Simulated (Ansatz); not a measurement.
Consider the redistribution: `C[SiH](Cl)Cl` + `C[N](C)[Ge][Cl]` → `C[Si](Cl)(Cl)Cl` + `C[N](C)[GeH]`.

Computed with Ansatz on PBE0-D4/def2-TZVP structures; ΔE is electronic, products minus reactants. CBS: MP2 limit from def2 TZ/QZ plus the TZ coupled-cluster correction, frozen cores. For Ge outer-core shells are correlated without core-valence functions, which leaves a few kJ/mol of doubt a bond. Scalar relativity is left out up to krypton. One conformer a species, not always the lowest.

```tsv
species	HF/def2-TZVPP energy (Eh)
`C[SiH](Cl)Cl`	-1248.30632
`C[N](C)[Ge][Cl]`	-2668.65687
`C[Si](Cl)(Cl)Cl`	-1707.29520
`C[N](C)[GeH]`	-2209.65227
```

Question: Work out ΔE.

Answer: ΔE = (-1707.29520) + (-2209.65227) − (-1248.30632) − (-2668.65687) = 0.01572 Eh = +9.9 kcal/mol. CCSD(T)/CBS gives +8.4 kcal/mol.

Largest T1 diagnostic among the species: 0.016.

Leaving LDA and LC-ωPBE aside and taking each functional with its dispersion term where it has one, the values, not all of them listed here, spread over 3.2 kcal/mol, from B97M-V to BLYP-D4. LDA lies −1.3 kcal/mol from PBE without D4. From BLYP to BHLYP (50 % exact exchange), in def2-TZVPP and without D4, ΔE moves by −1.3 kcal/mol. At CCSD(T), def2-SVP lies −1.0 kcal/mol from the extrapolated value and def2-TZVPP −0.3 kcal/mol.
